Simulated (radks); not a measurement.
Task: V3+, configuration [Ar] 3d2 (the NIST ground configuration). All-electron calculation, Dirac Kohn-Sham, LDA (Slater exchange, Perdew-Wang correlation), spin-unpolarised, spherical densities, finite nucleus; open shells are shared between the two j in proportion to 2j + 1; Fermi nuclear charge, rms radius 3.6002 fm. Program: a radial shooting solver on a logarithmic mesh with Libxc functionals. Some entries of the table are withheld. Estimate them.

orbital  occ.  eigenvalue (eV)  <r> (bohr)  <1/r> (bohr^-1)
1s1/2       2        -5384.848     0.06657            22.80
2s1/2       2        -635.9791         (1)            4.800
2p1/2       2        -542.4233      0.2726              (2)
2p3/2       4        -535.3446      0.2754              (3)
3s1/2       2        -103.4350      0.9388            1.507
3p1/2       2         -77.8483      0.9892              (4)
3p3/2       4         -76.9731      0.9970              (5)
3d3/2     0.8         -37.2686       1.174            1.095
3d5/2     1.2         -37.1830       1.177            1.092

Result: 
(1) 2s1/2 <r> (bohr): 0.3089
(2) 2p1/2 <1/r> (bohr^-1): 4.744
(3) 2p3/2 <1/r> (bohr^-1): 4.678
(4) 3p1/2 <1/r> (bohr^-1): 1.391
(5) 3p3/2 <1/r> (bohr^-1): 1.377
